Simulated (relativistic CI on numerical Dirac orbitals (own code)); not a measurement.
# Slater and spin-orbit integrals, Rh39+

Computed by Dirac-Coulomb-Breit CI, KLI orbitals optimised for each configuration, model QED, unscaled Slater integrals (own radial code, finite nucleus).

Slater integrals F^k, G^k are unscaled and averaged over j, outside the closed core 1s2; ζ comes from projecting the Hamiltonian with its Breit term on Σ l·s of the shell.

- 2s2 2p2: F^2(2p,2p) = 821890, ζ(2p) = 857990 cm⁻¹; <r>(2p) = 0.1159, <r^2>(2p) = 0.01625 (bohr units).
- 2s 2p3: F^2(2p,2p) = 820680, G^1(2s,2p) = 868680, ζ(2p) = 853540 cm⁻¹; <r>(2s) = 0.1346, <r^2>(2s) = 0.02129, <r>(2p) = 0.1161, <r^2>(2p) = 0.0163 (bohr units).
- 2p4: F^2(2p,2p) = 818780, ζ(2p) = 849200 cm⁻¹; <r>(2p) = 0.1163, <r^2>(2p) = 0.01638 (bohr units).

Averages of the first 10 configurations, taken without configuration mixing, which lowers the lowest level and can move excited configurations by several eV; other configurations of the list can lie among them:

```
Configuration  Parity  States  Average energy above the lowest level (eV)
      2s2 2p2    even      15                                       210.5
       2s 2p3     odd      40                                       469.7
          2p4    even      15                                       764.2
       2p3 3s     odd      40                                      3960.6
       2p3 3p    even     120                                      4036.6
       2p3 3d     odd     200                                      4106.1
    2s2 2p 3s     odd      12                                      3453.9
    2s2 2p 3p    even      36                                      3535.4
    2s2 2p 3d     odd      60                                      3605.2
    2s 2p2 3s    even      60                                      3689.4
```
